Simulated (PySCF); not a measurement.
**Computed properties of 1,3-thiazole-2-carbaldehyde (C4H3NOS), SMILES O=Cc1nccs1**

1,3-thiazole-2-carbaldehyde (C4H3NOS), SMILES C(c1sccn1)=O. The structure is a stationary point at PBE0-D3(BJ)/def2-SVP. One conformer was computed; it need not be the lowest. All values are computed for the isolated molecule unless a solvent is named; none is compared with measurement here.

**Structure.** The optimised structure has Cs symmetry. All 24 harmonic modes at PBE0-D3(BJ)/def2-SVP (PySCF) are real, so it is a minimum. With heavy atoms numbered as in [O:1]=[CH:2][c:3]1[n:4][cH:5][cH:6][s:7]1, the shortest bond between them is O1–C2 at 1.204 Å and the longest C3–S7 at 1.737 Å.

**Vibrations.** The strongest infrared lines (harmonic, unscaled, degenerate partners summed) lie at 1854 cm⁻¹ (240 km/mol, C 60 %, O 38 %), 2982 cm⁻¹ (74 km/mol, H 92 %, C 8 %), 1477 cm⁻¹ (54 km/mol, C 80 %, H 13 %). The softest mode is at 140 cm⁻¹ and the zero-point energy is 41.1 kcal/mol.

**Electronic structure.** ωB97X/def2-TZVP (PySCF) places the frontier levels at -9.87 and -0.38 eV, a gap of 9.49 eV, and gives a dipole moment of 3.11 D and a mean polarisability of 70.6 bohr³. PBE/def2-TZVP (PySCF) at the same geometry gives -6.25 and -3.32 eV, so its gap is 6.56 eV narrower. An orbital gap is neither the optical nor the fundamental gap.

**Excitations.** TDA-CAM-B3LYP/def2-SVPD (PySCF) has S1 at 3.79 eV (327 nm, f = 0.000, dark); the most intense of the 10 singlets computed lies at 4.96 eV (f = 0.23). T1 (TDA) is at 3.19 eV, 0.60 eV under S1. TDA-PBE/def2-SVPD (PySCF) puts S1 at 3.11 eV. No vertical singlet excitation falls in the visible range (under 3.1 eV).

**NMR.** GIAO shifts at PBE0/pcSseg-1 (PySCF) (non-relativistic, atoms alike by connectivity averaged): ¹³C from 136.8 to 188.6 ppm against TMS; ¹H from 7.8 to 10.2 ppm against TMS.

**Solvation.** SMD-B3LYP/def2-SVP (PySCF) gives -4.6 kcal/mol in water, -5.5 kcal/mol in chlorobenzene, -5.3 kcal/mol in tetrahydrofuran (1 M in both phases, gas-phase geometry); of these solvents chlorobenzene holds the molecule best.
